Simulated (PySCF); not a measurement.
Relaxation of triplet PtH₂

Method: UPBE0 in PySCF with Pt def2-TZVP with ECP60, H def2-TZVP; scalar-relativistic core potentials, no spin–orbit coupling; density-fitted integrals. A (50,194) grid was used.

A start displaced from a saddle point along its imaginary mode, of C2v symmetry, held to at least that symmetry:

```xyz
3
charge 0 multiplicity 3, angstrom
Pt    0.0000   -0.0012    0.0000
H     0.0000    0.1200    1.6552
H     0.0000    0.1200   -1.6552
```

Optimiser trace:
```csv
step,E − E(last) (kJ/mol),largest gradient (Eh/bohr)
0,71.80,0.05188
1,18.99,0.02050
2,6.13,0.01464
3,0.21,0.00200
4,0.01,0.00053
5,0.00,0.00003
```

It ends at C2v with Pt–H 1.605 Å (×2); H–Pt–H 132.3°. A frequency run shows a minimum. Other isomers or separated fragments may lie lower.

With open d or f shells other occupations or spin states may lie lower. No spin–orbit coupling is included, which matters more the heavier the element.
